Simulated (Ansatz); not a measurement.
Ansatz (an electronic-structure program) input for B₂Cl₃, SMILES Cl[B]B(Cl)Cl, multiplicity 2, PBE0/def2-SVPD. Coordinates come from a B3LYP-D3(BJ)/def2-SVP optimisation. The isomer is the one that the SMILES or the coordinates give; other isomers of the formula were not compared. One conformer was computed; it need not be the lowest.

Ansatz 0.2 input:
```yaml
crystal:
  periodic: [false, false, false]
  atoms:
    - {symbol: Cl, position_ang: [-0.00000000, -0.00000000, 2.72651143]}
    - {symbol: B, position_ang: [0.00000000, -0.00000000, 1.03907624]}
    - {symbol: B, position_ang: [0.00000000, -0.00000000, -0.55662746]}
    - {symbol: Cl, position_ang: [-0.00000000, -1.54237590, -1.43420407]}
    - {symbol: Cl, position_ang: [-0.00000000, 1.54237591, -1.43420406]}
basis:
  gaussian:
    orbitals: def2-SVPD
hamiltonian:
  xc: {name: PBE0}
magnetization: {spin_polarized: true, initial_magnetization: 1}
```

Log of the run:

```
WARN ansatz: RAYON_NUM_THREADS=1 ignored (pool sized by the plan → 1); use --threads N
Functional definition: PBE0
integrals: 0.08 GiB planned
1133 factors; integrals over basis functions are off by at most 8.7e-4 eV
mean field: 0.96 GiB planned
mean field evaluation 1: about -38894.2688 eV, gradient 1.2e1 eV
mean field evaluation 2: about -38894.0657 eV, gradient 1.4e1 eV
mean field evaluation 4: about -38895.3346 eV, gradient 8.2e-1 eV
mean field evaluation 8: about -38895.4245 eV, gradient 6.8e-2 eV
mean field evaluation 16: about -38895.4245 eV, gradient 4.4e-5 eV
mean field -38895.42454256 eV, -1429.3804876734 hartree, gradient 4.4e-5 eV, S^2 0.753424; 1 other end points of the search recorded, 0 dependent functions left out
reference -38895.42458043 eV, -1429.3804890651 hartree; 31, 30 occupied and 90, 91 virtual orbitals, 1133 factors
Total energy: -38895.42458043 eV, -1429.3804890651 hartree
```

The run converged.

Cost: roughly 3 core-seconds.
